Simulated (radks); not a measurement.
Species: Bi II. Configuration: [Hg] 6p2.

Method: scalar-relativistic Kohn-Sham, LDA (Slater exchange, Perdew-Wang correlation), spin-unpolarised, spherical densities, finite nucleus; Fermi nuclear charge, rms radius 5.5211 fm; computed with a radial shooting solver on a logarithmic mesh with Libxc functionals.

Energy parts (hartree):
part                       energy
total                 -21512.5359
kinetic                24375.0913
electron-nucleus      -53741.3582
Hartree                 8236.5735
exchange-correlation    -382.8425

Orbitals (lengths in bohr, moments of r in powers of bohr; <r^-3> diverges for s and p1/2):
orbital  occ.  eigenvalue (hartree)   <1/r>  <r^-3>
1s          2             -3327.832   103.1       -
2s          2             -598.2796   24.24       -
2p          6             -512.2728   21.22   31000
3s          2             -144.6381   8.980       -
3p          6             -120.0534   8.106    7224
3d         10             -95.25389   7.602   871.0
4s          2             -33.39955   3.877       -
4p          6             -25.33771   3.479    1792
4d         10             -16.10126   3.131   191.6
4f         14              -5.92324   2.745   39.38
5s          2              -6.10364   1.649       -
5p          6              -3.82805   1.413   346.3
5d         10              -1.29908   1.066   24.47
6s          2              -0.82445  0.6049       -
6p          2              -0.43052  0.4527   32.22

The highest occupied level is 6p at -11.715 eV. The electron density at the nucleus is 3.2e+06 e/bohr^3 (large components only).
